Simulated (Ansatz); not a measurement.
Calculated with Ansatz (gas phase, PBE0-D4/def2-TZVP geometries, no zero-point term in ΔE). CBS: MP2 limit from def2 TZ/QZ plus the TZ coupled-cluster correction, frozen cores. Functionals use def2-TZVPP. One conformer a species, not always the lowest.

Reaction (isomerisation): `BOC(C)=O` → `CB(O)C=O`

`BOC(C)=O`:

Z-matrix (Å, degrees):
```
C
C 1 1.492
H 1 1.092 2 109.3
H 1 1.092 2 109.8 3 -117.1
H 1 1.087 2 110.0 3 121.2
O 2 1.377 1 110.9 3 58.2
O 2 1.191 1 126.5 3 -119.7
B 6 1.364 2 122.4 1 153.2
H 8 1.194 6 115.5 2 173.6
H 8 1.193 6 120.5 2 -8.5
```

`CB(O)C=O`:

```xyz
10

C    -1.034   -0.360    0.926
B     0.011    0.336    0.009
O     0.168    1.670   -0.035
C     1.022   -0.457   -0.980
O     1.803    0.182   -1.652
H    -1.689   -1.016    0.341
H    -1.653    0.343    1.485
H    -0.528   -1.020    1.642
H     0.874    1.887   -0.666
H     1.026   -1.566   -1.068
```

```tsv
level	ΔE (kcal/mol)
BHLYP-D4	-4.4
MP2/def2-SVP	-5.3
```

(1) What does CCSD(T)/CBS give? (An estimate is asked.)

Largest T1 diagnostic among the species: 0.015.

## Answers

(1) Computed: -7.3 kcal/mol. The listed levels differ from it by 2.9, 2.0 kcal/mol.

In def2-TZVPP, CCSD(T) changes the Hartree–Fock value by −5.7 kcal/mol (the triples alone add −0.2 kcal/mol) and MP2 by −5.5 kcal/mol. At CCSD(T), def2-SVP lies +2.0 kcal/mol from the extrapolated value and def2-TZVPP +0.6 kcal/mol. Leaving LDA and LC-ωPBE aside and taking each functional with its dispersion term where it has one, the values, not all of them listed here, spread over 2.5 kcal/mol, from PBE-D4 to BHLYP-D4. LDA lies +1.0 kcal/mol from PBE without D4.
